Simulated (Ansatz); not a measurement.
CH₅FOSi (`OC(F)[SiH3]`) at its PBE0-D4/def2-TZVP geometry, where that method's forces vanish. The species carries charge 0 and has multiplicity 1.

```
atom   x (Å)   y (Å)   z (Å)
  O1   0.924  -0.644   1.177
  C2  -0.266  -0.428   0.518
  F3  -0.768  -1.638   0.029
 Si4   0.047   0.748  -0.958
  H5   0.756  -1.113   2.002
  H6  -1.045  -0.053   1.196
  H7   1.101   0.164  -1.821
  H8  -1.223   0.895  -1.711
  H9   0.473   2.069  -0.433
```

Question: For each bond, give half the difference of the two atoms' forces along it (eV/Å; positive pushes the atoms apart) under PBE-D4, r2SCAN-D4, B3LYP-D4, ωB97M-V in def2-TZVPP. (Best estimate.)

Answer: Ansatz gave: 
```tsv
bond	length (Å)	PBE-D4	r2SCAN-D4	B3LYP-D4	ωB97M-V
O1–C2	1.377	0.28	0.24	0.27	0.28
O1–H5	0.963	0.39	0.01	-0.05	-0.12
C2–F3	1.398	0.57	0.37	0.38	0.21
C2–Si4	1.913	-0.09	-0.09	-0.03	-0.08
C2–H6	1.099	0.04	-0.10	-0.18	-0.18
Si4–H7	1.482	0.08	-0.02	-0.07	-0.11
Si4–H8	1.484	0.07	-0.03	-0.08	-0.10
Si4–H9	1.485	0.06	-0.02	-0.07	-0.09
```

B3LYP here is the variant with VWN-RPA as its local correlation; programs differ in this.
